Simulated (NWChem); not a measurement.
# Correlation energy of FS

SMILES: F[S]
```xyz
2

S      0.0000     0.0000     0.5862
F      0.0000     0.0000    -1.0421
```
Charge 0, spin multiplicity 2.

Everything below was run with NWChem. Structure: optimised with UB3LYP/def2-SVP, a minimum by its harmonic frequencies.

Basis set: cc-pVTZ. Each correlation energy counts from its own Hartree-Fock reference.

The correlated methods keep 6 core orbitals frozen. The structure started from a generated list of species. The unpaired electrons of the parent sit in orbitals of symmetry b1 (C2v labels of the run); other states weren't searched. The stability of the SCF solutions was not checked. Open-shell Hartree-Fock references start from PBE0 orbitals. No row is a measurement; the coupled-cluster row has its own basis-set and correlation limits.

Task: Order these methods by the correlation energy they give, lowest first: URI-MP2, SCS-UMP2, CCSD on ROHF, CCSD[T] on ROHF, CCSD(T) on ROHF.

Result: CCSD[T] on ROHF (-436.7 mHa), CCSD(T) on ROHF (-435.5 mHa), CCSD on ROHF (-420.1 mHa), URI-MP2 (-395.4 mHa), SCS-UMP2 (-388.4 mHa)
